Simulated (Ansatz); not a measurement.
One change: `O[SiH2][SiH](O)F` becomes `BO[SiH](O)F`.

Ansatz, PBE0-D4/def2-TZVP geometries, multiplicity 1. Each molecule was computed in one conformer, which needn't be the lowest.

```
                                          property  `O[SiH2][SiH](O)F`
               HOMO–LUMO gap (PBE/def2-TZVPP) / eV                5.12
             HOMO energy (ωB97M-V/def2-TZVPP) / eV              -10.14
size of the dipole moment (ωB97M-V/def2-TZVPP) / D                3.08
              HOMO–LUMO gap (PBE0/def2-TZVPP) / eV                7.24
  size of the dipole moment (B3LYP/def2-TZVPP) / D                3.07
                 HOMO energy (PBE/def2-TZVPP) / eV               -6.79
```

What does the change do to each property? (Best estimate.)

Computed: 
```
                                          property  `BO[SiH](O)F`  shift
               HOMO–LUMO gap (PBE/def2-TZVPP) / eV           5.37   0.25
             HOMO energy (ωB97M-V/def2-TZVPP) / eV         -11.04  -0.90
size of the dipole moment (ωB97M-V/def2-TZVPP) / D           1.92  -1.16
              HOMO–LUMO gap (PBE0/def2-TZVPP) / eV           7.89   0.65
  size of the dipole moment (B3LYP/def2-TZVPP) / D           1.93  -1.14
                 HOMO energy (PBE/def2-TZVPP) / eV          -7.19  -0.40
```

The zero-point energy changes by -15.4 kJ/mol with -3 modes. Dipoles are sizes alone; their direction can turn.

Positive LUMOs are unbound, so they and the gaps depend on the basis.

B3LYP here is the variant with VWN-RPA as its local correlation; programs differ in this.
